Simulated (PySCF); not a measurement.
Species: C3H3AlF2.
Numbering: `[F:1][Al:2]([F:3])[C:4]1=[CH:5][CH2:6]1` (hydrogens: H7 on C5; H8, H9 on C6)

Method: PBE0-D3(BJ)/def2-SVP geometry optimisation, gas phase in PySCF; density fitting, grid level 1; the optimiser is geomeTRIC in internal coordinates, started from a GFN2-xTB structure with every atom displaced at random (about 0.01 Å).

Geometry at step 1:
```
atom  x, y, z in Å
F1      2.5969    1.7090   -0.1695
Al2     1.8891    0.2177   -0.0064
F3      2.8975   -1.0909    0.1452
C4     -0.0040    0.0611   -0.0091
C5     -1.1349    0.7148   -0.1115
C6     -1.3006   -0.7467    0.0736
H7     -1.6852    1.6525   -0.2240
H8     -1.5789   -1.3856   -0.7788
H9     -1.6209   -1.1490    1.0458
```

**Question.** Give the atomic forces at this geometry.

**Answer.** 
```
atom  Fx (eV/Å)  Fy (eV/Å)  Fz (eV/Å)
  F1     -0.022     -0.123      0.011
 Al2      0.049     -0.054      0.003
  F3     -0.086      0.147     -0.013
  C4      0.133      0.091      0.008
  C5     -0.459     -0.116      0.052
  C6      0.198      0.079     -0.075
  H7      0.231     -0.077     -0.020
  H8     -0.042      0.043      0.028
  H9     -0.002      0.012      0.008
```

The largest, 0.48 eV/Å, acts on C5; the rms over all components is 0.124 eV/Å. The forces sum to zero within rounding, as they must for an isolated molecule in no field.

**Question.** Give the force on C5 in Eh/bohr and in nN.

**Answer.** 0.476 eV/Å ÷ 51.422 = 0.00926 Eh/bohr, and 0.476 eV/Å × 1.602 = 0.76 nN.

**Question.** How far is this geometry from the end of the optimisation?

**Answer.** 0.017 eV above it, and 0.070 Å rms away after alignment. The bonds farthest from their final lengths, with half the difference of the two atoms' forces along the bond (positive lengthens):

| bond | now (Å) | final (Å) | force along bond (eV/Å) |
| --- | --- | --- | --- |
| C5–C6 | 1.482 | 1.476 | -0.14 |
| Al2–F3 | 1.659 | 1.654 | -0.12 |
| Al2–C4 | 1.900 | 1.895 | -0.05 |
| C5–H7 | 1.093 | 1.089 | -0.15 |
| F1–Al2 | 1.659 | 1.655 | -0.05 |

The angle farthest from its final value is Al2–C4–C5, 145.0° against 149.4°.

What follows is the cost of the whole optimisation. On an Arm Neoverse V2 with one thread, shared host with 32 logical CPUs at a one-minute load of 30, this took 47 s and 0.41 GiB of memory at its peak.
